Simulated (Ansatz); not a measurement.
Relaxation of C2H7AlO2Si (13 atoms, charge 0, multiplicity 1), to a largest force component of 0.02 eV/Å in at most 40 steps.

These are results of Ansatz, RKS B3LYP-D4/STO-3G, not measurements.

```xyz
13
Properties=species:S:1:pos:R:3
O -1.539 1.624 1.258
Si -1.219 0.678 -0.107
C 0.115 -0.524 0.336
C 0.817 -1.263 -0.840
O 2.080 -0.837 -0.860
Al 1.870 0.377 0.557
H -1.881 1.039 1.941
H -2.374 -0.054 -0.516
H -0.772 1.545 -1.184
H -0.114 -1.193 1.219
H 0.247 -1.023 -1.784
H 0.729 -2.364 -0.654
H 2.062 1.962 0.649
```

Question: Where does it end, and by what steps?

Answer: It converged. Limits of this set-up: minimal basis. After 13 steps the energy has fallen by 1.764 eV; H13 moved furthest, 0.98 Å.

| step | energy less start (eV) | largest force component (eV/Å) | accepted |
| --- | --- | --- | --- |
| 0 | 0.0000 | 6.943 | yes |
| 1 | -1.3052 | 2.742 | yes |
| 2 | -1.6328 | 0.462 | yes |
| 3 | -1.7032 | 0.365 | yes |
| 4 | -1.7413 | 0.259 | yes |
| 5 | -1.7531 | 0.155 | yes |
| 6 | -1.7534 | 0.155 | yes |
| 7 | -1.7614 | 0.154 | yes |
| 8 | -1.7623 | 0.030 | yes |
| 9 | -1.7627 | 0.029 | yes |
| 10 | -1.7630 | 0.030 | yes |
| 11 | -1.7635 | 0.032 | yes |
| 12 | -1.7636 | 0.021 | yes |
| 13 | -1.7637 | 0.019 | yes |

```xyz
13
Properties=species:S:1:pos:R:3
O -1.747 1.795 1.086
Si -1.393 0.583 -0.086
C 0.148 -0.387 0.350
C 0.811 -1.169 -0.869
O 2.198 -0.619 -0.927
Al 1.871 0.424 0.401
H -1.978 1.259 1.928
H -2.530 -0.305 -0.272
H -1.175 1.318 -1.312
H -0.061 -1.086 1.172
H 0.295 -0.998 -1.843
H 0.834 -2.271 -0.707
H 2.748 1.420 1.093
```

Whether the end is a true minimum wasn't checked by a vibrational analysis.

Time of the run: 52 s on 1 thread of Arm Neoverse V2, on a shared host, peak memory 0.15 GiB.
